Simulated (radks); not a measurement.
The silicon anion Si4-, [Ar], held by a Watson sphere: a shell of charge +4 at radius R that stands for the Madelung well of a crystal (potential energy -4/R inside, -4/r outside, in hartree with lengths in bohr). Calculated with a radial shooting solver on a logarithmic mesh with Libxc functionals: non-relativistic Kohn-Sham, LDA (Slater exchange, Perdew-Wang correlation), spin-polarised, spherical densities, point nucleus. Response by self-consistent Sternheimer equations with the Hartree and adiabatic LDA kernel. The sphere does not respond.

R (bohr) = 2.03: e(2p) (eV) -92.921; e(3s) (eV) -15.245; e(3p) (eV) -7.955; <r> 3p (bohr) 2.407; sum of <r^2> (bohr^2) 53.32; X-ray form factor at sin(theta)/lambda = 0.3 1/angstrom 8.016; alpha (bohr^3) 34.26
R (bohr) = 2.06: e(2p) (eV) -92.800; e(3s) (eV) -15.124; e(3p) (eV) -7.898; <r> 3p (bohr) 2.423; sum of <r^2> (bohr^2) 53.94; X-ray form factor at sin(theta)/lambda = 0.3 1/angstrom 8.010; alpha (bohr^3) 35.00
R (bohr) = 3.02: e(2p) (eV) -91.987; e(3s) (eV) -11.838; e(3p) (eV) -6.065; <r> 3p (bohr) 2.946; sum of <r^2> (bohr^2) 76.56; X-ray form factor at sin(theta)/lambda = 0.3 1/angstrom 8.076; alpha (bohr^3) 72.22
R (bohr) = 3.37: e(2p) (eV) -92.125; e(3s) (eV) -10.959; e(3p) (eV) -5.474; <r> 3p (bohr) 3.139; sum of <r^2> (bohr^2) 85.89; X-ray form factor at sin(theta)/lambda = 0.3 1/angstrom 8.129; alpha (bohr^3) 94.37
R (bohr) = 4.37: e(2p) (eV) -92.415; e(3s) (eV) -9.240; e(3p) (eV) -4.143; <r> 3p (bohr) 3.706; sum of <r^2> (bohr^2) 115.8; X-ray form factor at sin(theta)/lambda = 0.3 1/angstrom 8.199; alpha (bohr^3) 198.0
R (bohr) = 4.39: e(2p) (eV) -92.418; e(3s) (eV) -9.216; e(3p) (eV) -4.122; <r> 3p (bohr) 3.717; sum of <r^2> (bohr^2) 116.4; X-ray form factor at sin(theta)/lambda = 0.3 1/angstrom 8.199; alpha (bohr^3) 200.9
